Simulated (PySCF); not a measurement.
Computed IR spectrum (relative IR intensity) of a molecule CH₅BOS. The structure is a stationary point at B3LYP-D3(BJ)/def2-SVP. One conformer was computed; it need not be the lowest. Method: B3LYP-D3(BJ)/def2-SVP (PySCF). Frequencies are harmonic and unscaled.

ν (cm⁻¹): 360 (vw), 384 (w), 456 (vw), 534 (s), 598 (w), 796 (w), 876 (w), 939 (s), 1191 (s), 1312 (s), 1389 (vs), 1441 (vw), 3016 (vw), 3082 (w), 3127 (w), 3836 (m) (against the strongest line: vs over 80 %, s over 45 %, m over 15 %, w over 4 %, vw less)

**Question.** Which molecule gave these data?
A) CB(O)S
B) CSBO
C) COBS

**Answer.** A, CB(O)S
